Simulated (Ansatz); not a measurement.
thallium atom (Tl), doublet (core potentials on Tl); B97M-V/def2-TZVP in Ansatz (an electronic-structure program).

Ansatz was given this input:
Ansatz 0.2 input:
```yaml
crystal:
  periodic: [false, false, false]
  atoms:
    - {symbol: Tl, position_ang: [0.00000000, 0.00000000, 0.00000000]}
basis:
  gaussian:
    orbitals: def2-TZVP
hamiltonian:
  xc: {name: B97M-V}
magnetization: {spin_polarized: true, initial_magnetization: 1}
```

It wrote (shortened):

```
Functional definition: B97M-V
374 factors; their error is unknown
mean field evaluation 1: about -4693.6796 eV, gradient 2.0e0 eV
mean field evaluation 2: about -4693.6979 eV, gradient 1.2e0 eV
mean field evaluation 4: about -4693.7043 eV, gradient 1.9e-2 eV
mean field evaluation 8: about -4693.7048 eV, gradient 8.1e-4 eV
mean field evaluation 16: about -4693.7048 eV, gradient 1.3e-5 eV
mean field -4693.70479249 eV, -172.4904696167 hartree, gradient 3.2e-5 eV, S^2 0.750789; 1 other end points of the search recorded, 0 dependent functions left out
reference -4693.70484123 eV, -172.4904714078 hartree; 11, 10 occupied and 39, 40 virtual orbitals, 374 factors
Total energy: -4693.70484123 eV, -172.4904714078 hartree
```
